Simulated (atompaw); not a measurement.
**Varying the PAW (atompaw) potential for praseodymium (Pr)**

Base potential:

```
Element                 : praseodymium
Generator               : atompaw 4.2.0.5
Type                    : PAW
Functional              : PBEsol
Relativity              : scalar-relativistic
Frozen core             : [Kr] 4d10
Valence charge          : 13
Reference configuration : 4f3 5s2 5p6 5d0 6s1.5 6p0 (charge +0.5)
Partial waves           : 5s (bound): rc 2.50 bohr; 6s (bound): rc 3.00 bohr; 5p (bound): rc 3.00 bohr; 6p (bound, empty): rc 3.00 bohr; 5d (bound, empty): rc 3.00 bohr; 5d channel at 0.25 Ry: rc 2.45 bohr; 4f (bound): rc 1.90 bohr; 4f channel at 1.35 Ry: rc 1.90 bohr
Local potential         : ultrasoft scheme with l = 4 at 0 Ry, radius 2.20 bohr
Core correction         : smooth core density matched at 2.15 bohr
Augmentation charge     : besselshape compensation charge, radius 2.55 bohr; PAW radius 3.00 bohr; waves and projectors: custom polynom gramschmidtortho
```

All-electron outer shells of the reference configuration (PBEsol, scalar-relativistic, ld1.x):

```tsv
shell	level (eV)	outermost node (bohr)	outermost maximum (bohr)
4p	-217.72	0.32	0.60
4d	-113.15	0.30	0.64
5s	-41.85	0.74	1.35
5p	-24.27	0.79	1.53
6s	-5.72	1.81	3.71
5d	-4.58	0.91	2.25
4f	-4.04	–	0.69
6p	-3.14	2.16	4.76
```

Cutoffs, loose and tight: the cutoffs (Ry, on a coarse ladder) from which the occupation-weighted sum of valence levels, in a spherical-Bessel basis at the reference potential, stays within 10 and 1 mRy of its value at 400 Ry. They see the waves, projectors and local potential, not the compensation charge or the core. A dash means not determined.

A true bound ghost makes a file unfit for plane-wave use even where its test errors are small: the radial tests pick states by their node count and pass the ghost by.

| change | outcome | cutoff, loose | cutoff, tight | bound ghosts |
| --- | --- | --- | --- | --- |
| base | generated | 35 Ry | 60 Ry | none |
| local potential ultrasoft scheme with l = 4 at 0 Ry, radius 1.26 bohr | generated | 35 Ry | 60 Ry | s |
| local potential ultrasoft scheme with l = 4 at 0 Ry, radius 1.48 bohr | generated | 35 Ry | 60 Ry | s |
| local potential ultrasoft scheme with l = 4 at 0 Ry, radius 1.70 bohr | generated | 35 Ry | 60 Ry | none |
| local potential ultrasoft scheme with l = 4 at 0 Ry, radius 1.86 bohr | generated | 35 Ry | 60 Ry | none |
| local potential ultrasoft scheme with l = 4 at 0 Ry, radius 2.16 bohr | generated | 35 Ry | 60 Ry | none |
| local potential ultrasoft scheme with l = 4 at 0 Ry, radius 2.32 bohr | generated | 35 Ry | 60 Ry | none |
| local potential ultrasoft scheme with l = 4 at 0 Ry, radius 2.46 bohr | generated | 35 Ry | 60 Ry | none |
| local potential ultrasoft scheme with l = 4 at 0 Ry, radius 2.72 bohr | generated | 35 Ry | 60 Ry | d |
| local potential ultrasoft scheme with l = 4 at 0 Ry, radius 2.92 bohr | failed: atompaw: The overlap operator has at least one negative eigenvalue! | – | – | – |

Reading the sweep of the r_vloc (base included, trends over the rows without a ghost): The loose cutoff stays near 35 Ry. Bound ghosts are found at 1.26, 1.48, 2.72 bohr. The generation fails at 2.92 bohr.
